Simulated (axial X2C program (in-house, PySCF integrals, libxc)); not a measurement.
# Bond lengths and stretching modes, held linear, of OHfO⁺

Calculated with an in-house all-electron X2C program for linear molecules (integrals from PySCF): two-component X2C with atomic mean-field Coulomb and Gaunt terms, Gaussian nuclei, basis O dyall-av3z, Hf dyall-v3z with contracted cores. Spin-free rows use the one-electron spin-free X2C Hamiltonian.

Masses O 15.995, Hf 179.947, O 15.995 u. States: 2c Ω = 1/2 (beyond evenly filled blocks: ω = 1/2); spin-free M_S = 1/2, Λ = 0 (beyond evenly filled blocks: σα).

r2SCAN, 2c: energies above the lowest point

| r(O–Hf) (Å) | r(Hf–O) (Å) | E (meV) |
| --- | --- | --- |
| 1.7472 | 1.7472 | 112.36 |
| 1.7472 | 1.7920 | 43.96 |
| 1.7472 | 1.8368 | 43.80 |
| 1.7920 | 1.7472 | 43.96 |
| 1.7920 | 1.7920 | 0.00 |
| 1.7920 | 1.8368 | 23.41 |
| 1.7920 | 1.8816 | 98.23 |
| 1.8368 | 1.7472 | 43.80 |
| 1.8368 | 1.7920 | 23.41 |
| 1.8368 | 1.8368 | 70.00 |
| 1.8816 | 1.7920 | 98.23 |
| 1.8816 | 1.8816 | 286.45 |

Fit a quadratic surface with cubic terms in each bond: where is the minimum, and what are the two stretching wavenumbers?

At r2SCAN, 2c: bonds 1.796 and 1.796 Å; harmonic stretches 652.4 and 867.1 cm⁻¹; force constants 5.25, 5.25 and coupling 1.84 mdyn/Å.

The other levels and Hamiltonians give:

```csv
Hamiltonian,level,r(O–Hf) (Å),r(Hf–O) (Å),lower stretch (cm⁻¹),upper stretch (cm⁻¹)
2c,PBE0,1.790,1.790,545.3,882.4
spin-free,PBE0,1.792,1.792,540.4,882.5
spin-free,r2SCAN,1.797,1.797,649.3,867.8
```

Each state is one determinant, the lowest of a limited PBE0 search; the stretches come from a fit to these few points and carry an uncertainty of a few per cent. Other orders of the atoms were not compared. Left out for rough or failed fits: HF 2c, MP2 2c, HF spin-free, MP2 spin-free. The levels spread by more than a fifth, so the stretches depend strongly on the method. The molecule was held linear; bending was not examined, so a bent shape may lie lower.
